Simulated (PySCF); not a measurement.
C₄H₁₂BP.
Numbering: `[PH3+:1][BH2-:2][CH:3]1[CH2:4][CH2:5][CH2:6]1` (hydrogens: H7, H8, H9 on P1; H10, H11 on B2; H12 on C3; H13, H14 on C4; H15, H16 on C5; H17, H18 on C6)

Torsions of this conformer, `[PH3+:1][BH2-:2][CH:3]1[CH2:4][CH2:5][CH2:6]1`: P1–B2–C3–C4 -70°.

The closed-shell ground state was solved at several levels (PySCF, density fitting, gas phase, non-relativistic). One conformer (not necessarily the lowest) at the PBE0-D3(BJ)/def2-SVP geometry, without solvent, vibrations or thermal averaging.

```json
{"level": "KT2/pcSseg-1", "basis functions": "169", "HOMO (eV)": "-6.14", "LUMO (eV)": "-0.59", "gap (eV)": "5.55", "dipole (D)": "3.80"}
{"level": "PBE0/pcSseg-1", "basis functions": "169", "HOMO (eV)": "-7.30", "LUMO (eV)": "0.35", "gap (eV)": "7.65", "dipole (D)": "4.02"}
```

Problem. What might CAM-B3LYP/def2-SVPD (220 basis functions) give for the same quantities?

Solution. HOMO -8.65 eV, LUMO 0.78 eV, gap 9.43 eV, dipole 3.98 D.

Problem. Over all these levels, which gives the widest orbital gap and which the narrowest?

Solution. CAM-B3LYP/def2-SVPD (range-separated hybrid) has the widest, 9.43 eV, and KT2/pcSseg-1 (GGA) the narrowest, 5.55 eV. Functional and basis both differ between the two, so the spread mixes both effects.

Problem. How far do the dipole and the HOMO energy spread over the levels?

Solution. The dipole runs from 3.80 to 4.02 D (mean 3.93 D) and the HOMO from -8.65 to -6.14 eV.
